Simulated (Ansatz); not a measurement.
Ansatz results at the PBE0-D4/def2-TZVP geometry: HOMO energy (PBE/def2-TZVPP) -6.59 eV; HOMO energy (ωB97M-V/def2-TZVPP) -10.08 eV; HOMO–LUMO gap (PBE/def2-TZVPP) 5.90 eV.

Each molecule was computed in one conformer, which needn't be the lowest.

Question: Which molecule gave them?
A. `CO[SiH](F)S`
B. `F[Si](Cl)(Cl)[GeH3]`
C. `OC[SiH](F)S`
D. `CO[SiH2][SeH]`

Answer: A. The others give `OC[SiH](F)S`: -6.30, -9.93, 5.46; `F[Si](Cl)(Cl)[GeH3]`: -7.48, -10.70, 6.23; `CO[SiH2][SeH]`: -6.04, -9.35, 5.26.
